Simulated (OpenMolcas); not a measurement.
Pd2+: ligand-field states by method

Pd2+ with 4 ligands (sulfide) in tetrahedral coordination (Td) at 2.42 Å. A charge of +1.5 e stands 2.8 Å behind each ligand. Ligand basis ANO-RCC-VDZP.
```
Pd    0.0000    0.0000    0.0000
S     1.3972    1.3972    1.3972
S     1.3972   -1.3972   -1.3972
S    -1.3972    1.3972   -1.3972
S    -1.3972   -1.3972    1.3972
```

| Property | Result |
| --- | --- |
| Program | OpenMolcas |
| Basis | ANO-RCC-VDZP [6s5p3d1f] |
| Scalar Hamiltonian | DKH2, point nucleus |
| Active space | 8 electrons in 5 orbitals (4d) |
| State averaging | 2S+1 = 3 even, 10 roots; 2S+1 = 1 even, 15 roots |
| Spin-orbit coupling | RASSI with atomic mean-field integrals over the reference wave functions |

I. CASSCF
II. SS-CASPT2, IPEA 0.25 Eh, imaginary shift 0.1 Eh (closed shells correlated: 4s 4p and the ligand valence shells)

Spin-free states (labels of Td) in cm-1, each column counted from its own energy of the first state listed:

| State | Degeneracy | I | II |
| --- | --- | --- | --- |
| 3T1 | 3 | 0 | 0 |
| 3T2 | 3 | 2567 | 3250 |
| 3A2 | 1 | 5734 | 8010 |
| 1E | 2 | 10092 | 2460 |
| 1T2 | 3 | 10211 | 240 |
| 3T1 | 3 | 13153 | 9970 |
| 1T2 | 3 | 15646 | 2060 |
| 1A1 | 1 | 16411 | 4080 |
| 1T1 | 3 | 16558 | 8260 |
| 1E | 2 | 18503 | 9160 |
| 1A1 | 1 | 36101 | 18250 |

From I to II, I's first state of the same spin (3T2) moves from 2567 to 3250 cm-1, by about +690 cm-1.

From I to II, I's first state of another spin (1E) moves from 10092 to 2460 cm-1, by about -7600 cm-1. In II another state of that kind comes below it.

χT at 300 K: I 1.99, II 1.66 cm3 K/mol.

Roots that are degenerate in the reference are averaged as groups; the widest CASPT2 spread within a group is 2300 cm-1 (the 3-fold group of multiplicity 1 near 2060 cm-1 above the lowest state of its run, II). Shifts and gaps below about the spread of the groups concerned are not significant. Over all roots computed the reference weight is 0.61 to 0.69 in II; the roots of lowest weight are the least certain, and an intruder state may touch them. An orbital triplet at a regular site is open to Jahn-Teller coupling, which can distort the site and quench the lowest spin-orbit gaps and is left out. Real 4d8 and 5d8 ions are as a rule square planar and diamagnetic. The least metal-like active orbital is 83 % on the metal (Löwdin) and no ligand orbital is active, so the numbers are rough. The sulfide ions are held by bare point charges, a crude embedding. Ligand-to-metal charge-transfer states are missing. With no ligand orbital active B as a rule stays too high, so bands that hang on it stand too high and its fall with covalency is understated. Without dynamic correlation the repulsion within the d shell is too large (B by tens of per cent), so at a given field states of lower spin stand too high (holds for I). With metal d orbitals alone the field can be off either way by tens of per cent (holds for I). With one d shell and no ligand orbital active, 10Dq can be off by a tenth or more (holds for II). No measured value stands beside these numbers; the geometry is a model, was not optimised and need not be the one that this ion takes.
